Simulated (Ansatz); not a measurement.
Ideal-gas functions of FY, SMILES `[F][Y]` at 800 K and 1 bar, from an Ansatz frequency run at PBE0-D4/def2-TZVP.

Molar mass 107.9 g/mol, point group C∞v (symmetry number 1), electronic degeneracy 1, moments of inertia 58.13 u Å². Harmonic wavenumbers (cm⁻¹, unscaled): 641.

Use S(trans) = R[1.5 ln M + 2.5 ln T − 1.1517]; rotational temperatures θ = 24.2544 K / I; S(rot) = R[ln(T/σθ) + 1]; for each mode x = 1.438777 ν̃/T, S = R[x/(eˣ − 1) − ln(1 − e⁻ˣ)] and H = RT x/(eˣ − 1); 1 cm⁻¹ = 0.0119627 kJ/mol; R = 8.31446 J/(mol·K).

Q: By hand: the entropy, in J/(mol·K).

A: Translation 187.8. Rotation: θ = 0.4172 K, giving 71.2. Vibration, mode by mode: 7.58, in all 7.6. Electronic 0.0. Sum 266.6 J/(mol·K).

Q: By hand: H − E and G − E in kJ/mol, counted from the electronic energy.

A: Zero-point energy ½ × 641 × 0.0119627 = 3.8; thermal vibration 3.5; translation, rotation and pV give 3.5 RT = 23.3. H − E = 30.6 kJ/mol, and G − E = 30.6 − 800 × 266.6/1000 = -182.7 kJ/mol.

Vibration gives 3 % of the entropy.
